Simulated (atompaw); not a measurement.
Reading a pseudo-wave (manganese (Mn))

Columns: radius, all-electron u(r) and pseudo u(r) of the 3s shell (level -85.88 eV) of manganese in the configuration [Ne] 3s2 3p6 3d5 4s2 4p0; PBE, scalar-relativistic, PAW (atompaw) scheme, atompaw 4.2.0.5.

```
r (bohr)  all-electron  pseudo
   0.062        0.1759  0.2039
   0.123       -0.4003  0.3984
   0.185       -0.6399  0.5839
   0.246       -0.5230  0.7496
   0.308       -0.2094  0.8967
   0.369        0.1560  1.0178
   0.431        0.5027  1.1150
   0.492        0.7813  1.1851
   0.554        0.9888  1.2309
   0.615        1.1209  1.2524
   0.677        1.1917  1.2527
   0.738        1.2111  1.2339
   0.800        1.1925  1.1978
   0.862        1.1461  1.1465
   0.923        1.0827  1.0827
   0.985        1.0072  1.0072
   1.046        0.9277  0.9277
   1.108        0.8453  0.8453
   1.169        0.7655  0.7655
   1.231        0.6879  0.6879
   1.292        0.6159  0.6159
   1.354        0.5480  0.5480
   1.415        0.4866  0.4866
   1.477        0.4298  0.4298
   1.538        0.3794  0.3794
   1.600        0.3333  0.3333
```

(1) How many radial nodes do the two functions have?

(2) At about which radius was the pseudo-wave matched?

(3) Where does each function peak?

(4) Is the pseudo-wave norm-conserving?

## Answers

(1) The all-electron 3s function has n − l − 1 = 2; the pseudo-wave has 0, since the states of the same l below it are removed with the core.

(2) 0.90 bohr, where the columns begin to agree (steps of 0.06 bohr).

(3) Outermost all-electron maximum near 0.74 bohr, pseudo maximum near 0.68 bohr (to the table’s step).

(4) No, it belongs to a PAW set: the norm inside the radius is not constrained, and the difference is carried by the augmentation charge.
